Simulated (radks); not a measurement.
Species: Tl25+. Configuration: [Kr] 4d10 4f10 (the NIST ground configuration). Method: scalar-relativistic Kohn-Sham, r2SCAN, spin-polarised, spherical densities, finite nucleus; open shells are filled with parallel spins first (spin-orbit coupling, left out, can overturn this in heavy ions); meta-GGA in the generalised Kohn-Sham scheme; Fermi nuclear charge, rms radius 5.4759 fm; computed with a radial shooting solver on a logarithmic mesh with Libxc functionals.

Unscreened Slater integrals over Kohn-Sham orbitals (hartree). They are taken over the spin-up orbitals.

F0(4f,4f): 2.1879
F2(4f,4f): 1.1364
F4(4f,4f): 0.73582
F6(4f,4f): 0.53645
F0(4f,4d): 2.1516
F2(4f,4d): 1.0789
F4(4f,4d): 0.70198
G1(4f,4d): 1.1871
G3(4f,4d): 0.79078
G5(4f,4d): 0.57266
F0(4f,4p): 2.1856
F2(4f,4p): 1.1122
G2(4f,4p): 0.93779
G4(4f,4p): 0.67093
F0(4d,4d): 2.1449
F2(4d,4d): 1.0981
F4(4d,4d): 0.74273
F0(4d,4p): 2.1755
F2(4d,4p): 1.1217
G1(4d,4p): 1.4123
G3(4d,4p): 0.89584
F0(4p,4p): 2.2114
F2(4p,4p): 1.1586

Derived for the open shells (J is the average intra-shell exchange parameter used in DFT+U). 4f: F4/F2 = 0.647, F6/F2 = 0.472, J = (286 F2 + 195 F4 + 250 F6)/6435 = 0.09365 hartree.
